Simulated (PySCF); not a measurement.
PySCF input for Sb(Cl)(TeH)2 (ClH₂SbTe₂), SMILES [Cl][Sb]([TeH])[TeH], TDDFT-PBE/def2-SVPD. The structure is a stationary point at B3LYP-D3(BJ)/def2-SVP. The geometry has at least one imaginary mode, so it is a saddle point at that level. The def2 effective core potentials stand for the cores of Sb, Te; spin–orbit coupling is left out.

```python
import numpy as np
from pyscf import gto, scf, dft, tdscf

mol = gto.M(
    atom='''
    Sb    0.69398106   -0.90553618    0.00000000
    Cl   -1.10251192   -2.52914119    0.00000001
    Te   -0.17004675    0.86012075   -1.99696423
    H     0.51726533   -0.13740615   -3.15078717
    Te   -0.17004675    0.86012075    1.99696423
    H     0.51726533   -0.13740613    3.15078717
    ''',
    basis='def2-SVPD',
    ecp={'Sb': 'def2-svp', 'Te': 'def2-svp'},
    charge=0,
    spin=0,
    symmetry=True,
    max_memory=1600,
    verbose=4,
)
mf = dft.RKS(mol, xc='pbe').density_fit(auxbasis='def2-universal-jkfit')
mf.grids.level = 3
mf.conv_tol = 1e-9
mf.max_cycle = 100
mf.kernel()
mf.grids = dft.Grids(mol).set(level=1).build(with_non0tab=True)  # coarser grid for the response kernel
td = tdscf.TDDFT(mf)
td.singlet = True
td.nstates = 10
td.conv_tol = 1e-4
td.positive_eig_threshold = 1e-6
td.kernel(x0=td.get_init_guess(mf, 15))
td.analyze()
tt = tdscf.TDA(mf)
tt.singlet = False
tt.nstates = 4
tt.conv_tol = 1e-4
tt.positive_eig_threshold = 1e-6
tt.kernel(x0=tt.get_init_guess(mf, 9))
tt.analyze(verbose=3)
```

It prints:

```
PySCF version 2.14.0

[INPUT] verbose = 4
[INPUT] num. atoms = 6
[INPUT] num. electrons = 90
[INPUT] charge = 0
[INPUT] spin (= nelec alpha-beta = 2S) = 0
[INPUT] symmetry True subgroup None
[INPUT] Mole.unit = angstrom
[INPUT] Symbol           X                Y                Z      unit          X                Y                Z       unit  Magmom
[INPUT]  1 Sb     0.693981060000  -0.905536180000   0.000000000000 AA    1.311434139035  -1.711215376085   0.000000000000 Bohr   0.0
[INPUT]  2 Cl    -1.102511920000  -2.529141190000   0.000000010000 AA   -2.083445577868  -4.779384179457   0.000000018897 Bohr   0.0
[INPUT]  3 Te    -0.170046750000   0.860120750000  -1.996964230000 AA   -0.321341785872   1.625392651555  -3.773715475253 Bohr   0.0
[INPUT]  4 H      0.517265330000  -0.137406150000  -3.150787170000 AA    0.977489807433  -0.259659991331  -5.954124828093 Bohr   0.0
[INPUT]  5 Te    -0.170046750000   0.860120750000   1.996964230000 AA   -0.321341785872   1.625392651555   3.773715475253 Bohr   0.0
[INPUT]  6 H      0.517265330000  -0.137406130000   3.150787170000 AA    0.977489807433  -0.259659953536   5.954124828093 Bohr   0.0

nuclear repulsion = 508.835743919889
point group symmetry = Cs
symmetry origin: [8.68839567e-10 3.36675331e-09 1.84628421e-09]
symmetry axis x: [ 1.00000000e+00 -4.28289275e-09  4.85783159e-10]
symmetry axis y: [-4.28289274e-09 -1.00000000e+00 -1.77218635e-09]
symmetry axis z: [-4.85783166e-10 -1.77218629e-09  1.00000000e+00]
num. orbitals of irrep A' = 84
num. orbitals of irrep A" = 61
number of shells = 57
number of NR pGTOs = 272
number of NR cGTOs = 145
basis = def2-SVPD
ecp = {'Sb': 'def2-svp', 'Te': 'def2-svp'}


[settings echo left out]
init E= -1155.41516737565
HOMO (A') = -1.42323233928822  LUMO (A') = -1.13047814403877  gap/eV = 7.96625
cycle= 1 E= -1225.19076325696  delta_E= -69.8  |g|=  5.7  |ddm|= 20.2
HOMO (A') = 0.000729112309768576  LUMO (A") = 0.00138334949312125  gap/eV = 0.01780

WARN: A' HOMO 0.000729112309768576 > system LUMO 0.00138334949312125


WARN: A" LUMO 0.00138334949312125 < system HOMO 0.000729112309768576

cycle= 2 E= -1019.07638948394  delta_E=  206  |g|= 19.7  |ddm|= 91.5
HOMO (A") = -0.0445412378541192  LUMO (A") = -0.0134966271667736  gap/eV = 0.84477
cycle= 3 E= -1233.3621572917  delta_E= -214  |g|=  3.3  |ddm|= 89.5
HOMO (A') = -0.310957798819825  LUMO (A') = -0.188714000929429  gap/eV = 3.32642
cycle= 4 E= -1236.60851180501  delta_E= -3.25  |g|= 1.39  |ddm|= 6.09
HOMO (A") = -0.187773094037955  LUMO (A") = -0.122545968437285  gap/eV = 1.77492
cycle= 5 E= -1237.00695327083  delta_E= -0.398  |g|=    1  |ddm|= 3.25
HOMO (A") = -0.219769053105849  LUMO (A') = -0.0933296908073636  gap/eV = 3.44059
cycle= 6 E= -1237.32437473906  delta_E= -0.317  |g|= 0.492  |ddm|= 1.95
HOMO (A") = -0.204577744278208  LUMO (A') = -0.116907507147661  gap/eV = 2.38563
cycle= 7 E= -1237.4087888126  delta_E= -0.0844  |g|= 0.248  |ddm|= 1.07
HOMO (A") = -0.208825422076635  LUMO (A') = -0.105965642644525  gap/eV = 2.79896
cycle= 8 E= -1237.43201758942  delta_E= -0.0232  |g|= 0.0753  |ddm|= 0.449
HOMO (A") = -0.208381220774617  LUMO (A') = -0.109180948205836  gap/eV = 2.69938
cycle= 9 E= -1237.43385829941  delta_E= -0.00184  |g|= 0.0281  |ddm|= 0.161
HOMO (A") = -0.208303442057017  LUMO (A') = -0.108190281966274  gap/eV = 2.72422
cycle= 10 E= -1237.43423543494  delta_E= -0.000377  |g|= 0.00393  |ddm|= 0.0479
HOMO (A") = -0.208546745236601  LUMO (A') = -0.108164375544894  gap/eV = 2.73154
cycle= 11 E= -1237.43424091526  delta_E= -5.48e-06  |g|= 0.000816  |ddm|= 0.0086
HOMO (A") = -0.20847416027126  LUMO (A') = -0.108136406610706  gap/eV = 2.73033
cycle= 12 E= -1237.43424127013  delta_E= -3.55e-07  |g|= 0.00017  |ddm|= 0.00195
HOMO (A") = -0.208479947424181  LUMO (A') = -0.108142285542304  gap/eV = 2.73033
cycle= 13 E= -1237.43424128125  delta_E= -1.11e-08  |g|= 4.56e-05  |ddm|= 0.000274
HOMO (A") = -0.208481748797908  LUMO (A') = -0.108143488204623  gap/eV = 2.73034
cycle= 14 E= -1237.4342412819  delta_E= -6.52e-10  |g|= 1.46e-05  |ddm|= 7.75e-05
HOMO (A") = -0.208480716760679  LUMO (A') = -0.108141873001678  gap/eV = 2.73036
Extra cycle  E= -1237.43424128174  delta_E= 1.6e-10  |g|= 2.4e-05  |ddm|= 5.98e-05
converged SCF energy = -1237.43424128174
tot grids = 35344
Overwritten attributes  positive_eig_threshold  of <class 'pyscf.tdscf.rks.CasidaTDDFT'>


******** <class 'pyscf.tdscf.rks.CasidaTDDFT'> for <class 'pyscf.df.df_jk.DFSymAdaptedRKS'> ********
nstates = 10 singlet
deg_eia_thresh = 1.000e-03
wfnsym = None
conv_tol = 0.0001
eigh lindep = 1e-12
eigh level_shift = 0
eigh max_cycle = 100


Excitation energies (eV)
[2.85100834 2.86736718 3.2202972  3.22172211 3.31848527 3.64451485
 3.84930273 4.0206709  4.05977109 4.14511837]

** Singlet excitation energies and oscillator strengths **
Excited State   1:   A"      2.85101 eV    434.88 nm  f=0.0056
      44 -> 47        0.12302
      45 -> 46       -0.67926
      45 -> 48        0.13622
Excited State   2:   A'      2.86737 eV    432.40 nm  f=0.0031
      44 -> 46        0.18874
      45 -> 47       -0.68035
Excited State   3:   A"      3.22030 eV    385.01 nm  f=0.0012
      44 -> 47        0.63100
      45 -> 46        0.16698
      45 -> 48        0.26459
Excited State   4:   A'      3.22172 eV    384.84 nm  f=0.0044
      44 -> 46        0.66888
      44 -> 48       -0.11742
      45 -> 47        0.19059
Excited State   5:   A"      3.31849 eV    373.62 nm  f=0.0223
      43 -> 47        0.15982
      44 -> 47       -0.27178
      45 -> 48        0.62335
Excited State   6:   A'      3.64451 eV    340.19 nm  f=0.0065
      43 -> 46        0.27787
      43 -> 48       -0.10201
      44 -> 46        0.10140
      44 -> 48        0.62546
Excited State   7:   A"      3.84930 eV    322.10 nm  f=0.0001
      45 -> 49       -0.69983
Excited State   8:   A'      4.02067 eV    308.37 nm  f=0.0304
      42 -> 47        0.31991
      43 -> 46       -0.58293
      44 -> 48        0.19306
Excited State   9:   A"      4.05977 eV    305.40 nm  f=0.0407
      42 -> 46        0.35908
      43 -> 47       -0.58091
Excited State  10:   A'      4.14512 eV    299.11 nm  f=0.0070
      44 -> 49        0.69453
      45 -> 50        0.11335

** Transition electric dipole moments (AU) **
state          X           Y           Z        Dip. S.      Osc.
  1        -0.0000     -0.0000     -0.2831      0.0801      0.0056
  2         0.1802      0.1105     -0.0000      0.0447      0.0031
  3        -0.0000     -0.0000      0.1220      0.0149      0.0012
  4        -0.2013     -0.1231      0.0000      0.0557      0.0044
  5         0.0000      0.0000      0.5236      0.2741      0.0223
  6        -0.0529     -0.2639     -0.0000      0.0724      0.0065
  7         0.0000     -0.0000      0.0262      0.0007      0.0001
  8         0.2450     -0.4982     -0.0000      0.3082      0.0304
  9         0.0000     -0.0000      0.6397      0.4093      0.0407
 10        -0.2605     -0.0290     -0.0000      0.0687      0.0070

WARN: ECP detected. Skipping calculation of transition velocity and magnetic dipole moments, which have not yet been implemented.

Overwritten attributes  positive_eig_threshold  of <class 'pyscf.tdscf.rks.TDA'>


******** <class 'pyscf.tdscf.rks.TDA'> for <class 'pyscf.df.df_jk.DFSymAdaptedRKS'> ********
nstates = 4 triplet
deg_eia_thresh = 1.000e-03
wfnsym = None
conv_tol = 0.0001
eigh lindep = 1e-12
eigh level_shift = 0
eigh max_cycle = 100


Excitation energies (eV)
[2.5963262  2.66254643 2.94192298 2.96647176]

** Triplet excitation energies and oscillator strengths **
Excited State   1:   A"      2.59633 eV    477.54 nm  f=0.0000
Excited State   2:   A'      2.66255 eV    465.66 nm  f=0.0000
Excited State   3:   A'      2.94192 eV    421.44 nm  f=0.0000
Excited State   4:   A"      2.96647 eV    417.95 nm  f=0.0000
```

The calculation finished and met its thresholds.
